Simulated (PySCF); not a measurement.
## What builds the second ionisation energy along the 5d series

Calculated with PySCF 2.14 from differences of total energies of unrestricted determinants, without spin-orbit coupling. Each column adds one step, in eV (sums use unrounded values): valence MP2, valence CCSD, valence triples, then the next inner shell at CCSD(T) (Ir 5s 5p, Pt 5s 5p, Au 5s 5p, Hg 5s 5p). References (NIST) marked * lie between the lowest fine-structure levels; the others compare directly ((s) semi-empirical, (t) theoretical).

| element | UHF | + MP2 | + CCSD | + (T) | + inner shell | sum | reference |
| --- | --- | --- | --- | --- | --- | --- | --- |
| Ir [Xe] 4f14 5d7 6s1 → [Xe] 4f14 5d7 (x2c-TZVPPall with one added diffuse shell each of s, p, d, f type, spin-free X2C) | 16.371 | 0.977 | -0.083 | 0.042 | 0.189 | 17.497 | 17 ± 0.3 (s) * |
| Pt [Xe] 4f14 5d9 → [Xe] 4f14 5d8 (x2c-TZVPPall with one added diffuse shell each of s, p, d, f type, spin-free X2C) | 16.936 | 1.754 | -0.214 | 0.123 | 0.058 | 18.656 | 18.56 ± 0.12 * |
| Au [Xe] 4f14 5d10 → [Xe] 4f14 5d9 (x2c-TZVPPall with one added diffuse shell each of s, p, d, f type, spin-free X2C) | 18.960 | 1.870 | -0.337 | 0.104 | -0.021 | 20.575 | 20.203 ± 0.025 * |
| Hg [Xe] 4f14 5d10 6s1 → [Xe] 4f14 5d10 (x2c-TZVPPall with one added diffuse shell each of s, p, d, f type, spin-free X2C) | 17.097 | 1.452 | -0.223 | 0.078 | 0.091 | 18.495 | 18.757 |

What remains against the references is mostly basis incompleteness and, for starred values, spin-orbit coupling.

These are valence bases, so the inner-shell step is incomplete.
